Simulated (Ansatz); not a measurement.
Cost and result for the atomization energy of CH₅ClGeOSe (`C[O][GeH]([Cl])[SeH]`) (10 atoms, 9 bonds).

```xyz
10

C    -0.0418    1.1666    1.0687
O    -0.5327   -0.1577    1.0922
Ge   -0.4145   -1.1752   -0.3377
Cl   -1.6026   -0.2730   -1.8920
Se    1.7868   -1.3381   -1.1329
H    -0.6182    1.7961    0.3821
H    -0.1402    1.5702    2.0778
H     1.0151    1.2015    0.7798
H    -1.0019   -2.5246    0.0688
H     1.5501   -0.2658   -2.1070
```

Charge 0, multiplicity 1. Correlated methods include outer-core shells of Ge, Se, which these sets cover unevenly. Scalar relativity is left out up to krypton. Geometry: relaxed with PBE0-D4/def2-TZVP. It is one conformer, not always the lowest. Program: Ansatz. Hardware: A = 2 threads of an AMD EPYC 7R13 on a shared host; B = 2 threads of an AMD EPYC 7R13 on a shared host and a share of an NVIDIA H100 80 GB. Times are those of one run each, without the atoms' runs, and a repeat can differ threefold. Electronic energies, without spin–orbit coupling; frozen cores. CCSD(T)/CBS adds CCSD(T) − MP2 in def2-TZVPP to the MP2 limit, and its time is that of the two runs behind it. T1 = 0.011. With those shells the extrapolation isn't a true limit. B3LYP takes the VWN-RPA correlation (the form of Gaussian; ORCA's B3LYP/G).

CCSD(T)/CBS is a level of theory with its own doubt, some kJ/mol a heavy atom from the limit and from the frozen cores, so smaller differences don't rank the functionals.

| level | functions | wall time |
| --- | --- | --- |
| PBE-D4/def2-TZVPP (with forces) [A] | 270 | 5.5 s |
| PBE0-D4/def2-TZVPP [A] | 270 | 9 s |
| r2SCAN-D4/def2-TZVPP (with forces) [A] | 270 | 10 s |
| MP2/def2-QZVPP [B] | 512 | 11 s |
| B3LYP-D4/def2-TZVPP (with forces) [A] | 270 | 14 s |
| CCSD(T)/def2-TZVPP [B] | 270 | 14 s |
| B2PLYP/def2-TZVPP [A] | 270 | 17 s |
| ωB97X-V/def2-TZVPP [A] | 270 | 19 s |
| CCSD(T)/CBS(def2) | – | 25 s |
| ωB97M-V/def2-TZVPP (with forces) [A] | 270 | 27 s |

Question: What atomization energy does each give, and how far from CCSD(T)/CBS? (An estimate is asked.)

Answer: Computed: 
```csv
level,atomization (kcal/mol),difference from CCSD(T)/CBS,per bond
PBE-D4/def2-TZVPP (with forces) [A],792.9,8.7,1.0
PBE0-D4/def2-TZVPP [A],777.9,-6.3,-0.7
r2SCAN-D4/def2-TZVPP (with forces) [A],784.6,0.4,0.0
MP2/def2-QZVPP [B],788.6,4.4,0.5
B3LYP-D4/def2-TZVPP (with forces) [A],774.6,-9.6,-1.1
CCSD(T)/def2-TZVPP [B],763.6,-20.6,-2.3
B2PLYP/def2-TZVPP [A],767.7,-16.5,-1.8
ωB97X-V/def2-TZVPP [A],784.3,0.1,0.0
CCSD(T)/CBS(def2),784.2,0.0,0.0
ωB97M-V/def2-TZVPP (with forces) [A],778.1,-6.1,-0.7
```

From PBE to PBE0 (25 % exact exchange), in def2-TZVPP and without D4, the atomization energy moves by −14.0 kcal/mol: exact exchange takes away binding that semilocal exchange gives to molecules. In def2-TZVPP, CCSD(T) changes the Hartree–Fock value by +215.9 kcal/mol (the triples alone add +14.2 kcal/mol) and MP2 by +229.1 kcal/mol; breaking electron pairs costs correlation energy, which Hartree–Fock lacks. The D4 term adds +10.8 kcal/mol with B3LYP and +5.7 kcal/mol with PBE0; it sums over pairs of atoms, weighted by their polarisabilities, and B3LYP, whose exchange is more repulsive, gets the larger term.
